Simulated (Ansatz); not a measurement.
`C[N](C)[SnH]([N](C)C)[N](C)C` and `C[N](C)[Sn]([Cl])([N](C)C)[N](C)C` differ in one atom or group.

Ansatz, PBE0-D4/def2-TZVP geometries, multiplicity 1. Each molecule was computed in one conformer, which needn't be the lowest.

Elements past krypton have def2 core potentials.

```json
{"property": "LUMO energy (PBE0/def2-TZVPP) / eV", "`C[N](C)[SnH]([N](C)C)[N](C)C`": "0.41"}
{"property": "HOMO–LUMO gap (PBE/def2-TZVPP) / eV", "`C[N](C)[SnH]([N](C)C)[N](C)C`": "3.83"}
{"property": "HOMO energy (ωB97M-V/def2-TZVPP) / eV", "`C[N](C)[SnH]([N](C)C)[N](C)C`": "-7.99"}
{"property": "LUMO energy (PBE/def2-TZVPP) / eV", "`C[N](C)[SnH]([N](C)C)[N](C)C`": "-0.62"}
{"property": "HOMO energy (PBE/def2-TZVPP) / eV", "`C[N](C)[SnH]([N](C)C)[N](C)C`": "-4.45"}
{"property": "LUMO energy (ωB97M-V/def2-TZVPP) / eV", "`C[N](C)[SnH]([N](C)C)[N](C)C`": "1.78"}
```

(1) What does the change do to each property? (Estimate.)

Results:

(1) The calculation gave: 
```csv
property,`C[N](C)[Sn]([Cl])([N](C)C)[N](C)C`,shift
LUMO energy (PBE0/def2-TZVPP) / eV,-0.64,-1.05
HOMO–LUMO gap (PBE/def2-TZVPP) / eV,3.25,-0.58
HOMO energy (ωB97M-V/def2-TZVPP) / eV,-8.50,-0.51
LUMO energy (PBE/def2-TZVPP) / eV,-1.65,-1.03
HOMO energy (PBE/def2-TZVPP) / eV,-4.90,-0.45
LUMO energy (ωB97M-V/def2-TZVPP) / eV,1.36,-0.42
```

With PBE0 the HOMO falls by 0.49 eV and the LUMO falls by 1.05 eV, so the gap narrows by about 0.56 eV. PBE moves the HOMO by -0.45 eV and ωB97M-V by -0.51 eV.
